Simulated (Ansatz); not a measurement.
Basis sets compared for In9P8⁺. Total charge 1; singlet. Geometry PBE-D4/def2-SVP. Ansatz on 2 threads of AMD EPYC 7R13 on a shared host and a share (18 GiB) of an NVIDIA H100 80GB HBM3; times are rough, and most runs start from earlier orbitals.

```csv
atom,x (Å),y (Å),z (Å)
In1,1.634,-0.498,2.893
In2,1.328,3.834,-0.462
In3,-3.201,-1.660,-0.205
In4,0.367,1.495,-2.753
In5,-0.230,-1.723,-2.165
In6,2.779,2.193,4.008
In7,-0.798,-4.200,0.253
In8,-2.276,-0.284,2.552
In9,2.322,-0.257,-0.431
P10,2.011,-0.802,-2.865
P11,-2.187,0.296,-2.327
P12,2.699,1.826,1.101
P13,-0.355,0.967,0.202
P14,-0.037,-1.167,0.759
P15,-2.140,-3.287,-2.053
P16,-2.530,1.148,-0.402
P17,0.614,2.119,1.895
```

In the def2 sets In takes a core potential; there is no spin–orbit coupling. Single mean-field runs in def2-TZVP are fitted with def2-universal-jkfit. The restricted singlet is unstable towards broken spin symmetry in Hartree–Fock (as tested in another run); at PBE-D4/def2-TZVP, PBE0-D4/def2-SVP, PBE0-D4/def2-TZVP this wasn't settled. Another isomer (singlet) lies 2.11 eV lower at PBE0-D4/def2-TZVP; other spin states weren't run for this one.

```tsv
level	functions	energy (Eh)	HOMO (eV)	LUMO (eV)	wall time
PBE-D4/def2-SVP	378	-4440.3700	-7.42	-6.64	7 s
PBE0-D4/def2-SVP	378	-4440.5240	-8.01	-6.16	9.5 s
```

(1) Estimate the rows for PBE-D4/def2-TZVP (with forces), PBE0-D4/def2-TZVP.

Results:

(1) 
| level | functions | energy (Eh) | HOMO (eV) | LUMO (eV) | wall time |
| --- | --- | --- | --- | --- | --- |
| PBE-D4/def2-TZVP (with forces) | 746 | -4441.3574 | -7.39 | -6.60 | 14 s |
| PBE0-D4/def2-TZVP | 746 | -4441.4958 | -7.96 | -6.10 | 13 s |
